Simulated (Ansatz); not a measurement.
C₂H₈AlNSi (`[CH3][Al]1[NH][SiH]1C`) at its PBE0-D4/def2-TZVP geometry, where that method's forces vanish. Total charge 0; spin multiplicity 1.

```xyz
13

C    -1.2693   -2.7661    0.0106
Al   -0.3893   -1.0510   -0.2585
N    -0.9007    0.6153   -0.6135
Si    0.8406    0.8807   -0.5366
C     1.4562    2.0811    0.7659
H    -2.3567   -2.6602   -0.0171
H    -0.9911   -3.2031    0.9734
H    -0.9756   -3.4784   -0.7655
H    -1.6476    1.2636   -0.8152
H     1.4634    1.3172   -1.8273
H     1.1719    3.1060    0.5066
H     2.5478    2.0471    0.8255
H     1.0503    1.8479    1.7519
```

What forces (eV/Å) does r2SCAN-D4/def2-TZVPP give on these atoms in the Gaussian-basis code of Ansatz? (Best estimate.)

Computed: 
```
C1  -0.002  0.017 -0.001
Al2  0.005 -0.070  0.011
N3  -0.055 -0.042  0.007
Si4  0.108  0.023 -0.026
C5   0.001  0.004  0.003
H6   0.015 -0.020  0.003
H7  -0.017 -0.010 -0.026
H8  -0.017 -0.001  0.027
H9  -0.041  0.057 -0.016
H10 -0.005  0.013  0.005
H11  0.013 -0.006  0.015
H12 -0.022  0.016  0.010
H13  0.017  0.018 -0.012
```
